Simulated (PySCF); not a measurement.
## B (boron, neutral) across methods

[He] 2s2 2p1, 2P determinant. All numbers are calculated (PySCF 2.14, the non-relativistic Hamiltonian (point nucleus), in aug-cc-pVTZ with one added diffuse shell each of s, p, d, f type (6s5p4d3f, 62 functions)). The B2PLYP total includes its PT2 part (frozen core); its orbital energies are those of the SCF part.

```
 method  E (hartree)  mean ε 2s α (eV)  mean ε 2s β (eV)  mean ε 2p α (eV)  Σ⟨r²⟩ (bohr²)   ⟨S²⟩
wB97M-V     -24.6499           -13.399           -12.208            -7.173          16.22  0.751
   PBE0     -24.6182           -11.121            -9.837            -5.374          15.85  0.754
  wB97X     -24.6515           -13.677           -12.229            -7.719          15.81  0.754
 M06-2X     -24.6505           -12.390           -10.892            -6.178          15.88  0.752
    PBE     -24.6101            -9.671            -8.707            -4.172          16.05  0.753
 r2SCAN     -24.6366            -9.957            -8.790            -4.587          15.81  0.758
 B2PLYP     -24.6356           -12.417           -10.706            -6.556          15.80  0.756
    LDA     -24.3545            -9.692            -8.678            -4.113          16.21  0.752
    UHF    -24.53218           -14.841           -12.150            -8.666          15.81  0.761
```
